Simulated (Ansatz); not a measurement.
Species: AlH$_{3}$, charge 0, singlet. AlH3 (SMILES [AlH3]).
B3LYP-D3(BJ)/def2-TZVP minimum from Ansatz (a program for electronic structure):
```xyz
4

Al     0.0000     0.0000     0.0000
H      0.6795    -0.4285     1.3607
H     -0.3300     1.5209    -0.2737
H     -0.3495    -1.0923    -1.0870
```

Hartree-Fock and MP2 correlation energies in hartree (Ansatz). Radicals and triplets start from unrestricted determinants; spin-orbit coupling is neglected. Correlated methods leave the cores frozen. No relativity.

```csv
basis,X,E(HF),"E(corr, MP2)"
cc-pV(T+d)Z,3,-243.64601,-0.09382
cc-pV(Q+d)Z,4,-243.64896,-0.10009
cc-pV(5+d)Z,5,-243.64958,withheld
```

### Question
Fit E(corr) = E∞ + A/X³ to X = 3 and 4, predict X = 5, and compare with the run.

### Answer
A = (-0.09382 - (-0.10009))/(1/27 - 1/64) = 0.2928; E∞ = -0.10009 - A/64 = -0.10467; at X = 5, E∞ + A/125 = -0.10232. The run gave -0.10243, 0.11 mEh below the prediction. The same form on X = 4 and 5 gives E∞ = -0.10489, 0.22 mEh below the first estimate.
